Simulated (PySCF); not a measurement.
Simulated absorption spectrum

Compound: C5H9FSe.
SMILES with atom numbers: `[CH3:1][C:2](=[Se:3])[CH2:4][C@H:5]([CH3:6])[F:7]` (hydrogens: H8, H9, H10 on C1; H11, H12 on C4; H13 on C5; H14, H15, H16 on C6)

Geometry (PBE0-D3(BJ)/def2-SVP, Å), atoms numbered from 1 in this order:
```
atom  x, y, z in Å
C1     2.3248    0.2658    0.6301
C2     1.3887   -0.4141   -0.3064
Se3    1.8118   -1.8839   -1.1927
C4     0.0167    0.1889   -0.4174
C5    -0.9566   -0.3853    0.6111
C6    -2.3497    0.1836    0.4930
F7    -0.4768   -0.1162    1.8836
H8     1.8330    0.3666    1.6127
H9     2.5208    1.2941    0.2771
H10    3.2754   -0.2704    0.7322
H11    0.0619    1.2819   -0.2693
H12   -0.3979   -0.0136   -1.4150
H13   -0.9728   -1.4837    0.4985
H14   -2.9953   -0.2387    1.2760
H15   -2.7867   -0.0592   -0.4863
H16   -2.3328    1.2777    0.6093
```

Computed, not measured: PySCF, TDDFT B3LYP/def2-SVPD, vertical, gas phase, core orbitals frozen in the response. Relativistic effects, spin–orbit coupling among them, are left out although an element past zinc is present.

Each state is given a Gaussian of 0.4 eV full width at half maximum, with ε(max) = 2.175×10⁸ f / Δν̃ (Δν̃ the width in cm⁻¹). The width is an assumption, not a result. The curve ends short of the highest state used, and states not computed would add to its high-energy end.

E (eV), ε (L mol⁻¹ cm⁻¹) and a bar:
```
     1.53          0 
     1.64          0 
     1.75          0 
     1.86          1 
     1.96          1 
     2.07          2 
     2.18          2 
     2.29          1 
     2.40          1 
     2.51          0 
     2.62          0 
     2.73          0 
     2.83          0 
     2.94          0 
     3.05          0 
     3.16          0 
     3.27          0 
     3.38          0 
     3.49          0 
     3.59          0 
     3.70          0 
     3.81          0 
     3.92          0 
     4.03          0 
     4.14          1 
     4.25          8 
     4.35         70 
     4.46        480 #
     4.57       2163 ####
     4.68       6415 ############
     4.79      12521 #######################
     4.90      16164 ##############################
     5.01      14158 ##########################
     5.12       9501 ##################
     5.22       6960 #############
     5.33       6263 ############
```

Problem. Locate the maxima and give the states behind the curve.

Solution. 252 nm (4.91 eV), ε about 16000, made up of S2 (99%) (ε in L mol⁻¹ cm⁻¹; maxima over ε = 5, shares over 10%). The states used: S1 2.13 eV (f 0.0000); S2 4.91 eV (f 0.238); S3 5.36 eV (f 0.081); S4 5.60 eV (f 0.0041); S5 5.66 eV (f 0.0065); S6 5.93 eV (f 0.0062).

Problem. Does any computed singlet lie in the visible range?

Solution. S1 lies in the visible range (380 to 750 nm), at 582 nm, dark in the vertical dipole picture (f under 0.0005); light of that wavelength is yellow-green to yellow, and its complementary colour is violet to blue.

Problem. What would ε be at 4.91 eV, the highest of these maxima, with half the width (0.2 eV)?

Solution. About 32100 L mol⁻¹ cm⁻¹ against 16200, a factor of about 1.98; a lone state at its own centre would give exactly 2.

Problem. Coming from long wavelengths, where does ε first pass 100 L mol⁻¹ cm⁻¹?

Solution. At about 284 nm (4.37 eV), 2.24 eV above S1.

One conformer stands for the species.
